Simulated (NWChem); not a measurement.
Correlation energy of disulfane (H2S2)

```
S
H 1 1.3555
S 1 2.0725 2 98.30
H 3 1.3555 1 98.30 2 -91.01
```
Charge 0, spin multiplicity 1.

Program: NWChem. Structure: optimised with PBE0/def2-SVP, a minimum by its harmonic frequencies. It is one conformer; others weren't searched.

Basis set: def2-TZVP. Each correlation energy counts from its own Hartree-Fock reference.

The correlated methods keep 10 core orbitals frozen. No row is a measurement; the coupled-cluster row has its own basis-set and correlation limits.

Problem. Order these methods by the correlation energy they give, lowest first: MP2, CR-CCSD[T], CCSD, CCSD+T(CCSD).

Solution. CCSD+T(CCSD) (-401.6 mHa), CR-CCSD[T] (-397.7 mHa), CCSD (-384.1 mHa), MP2 (-345.0 mHa)
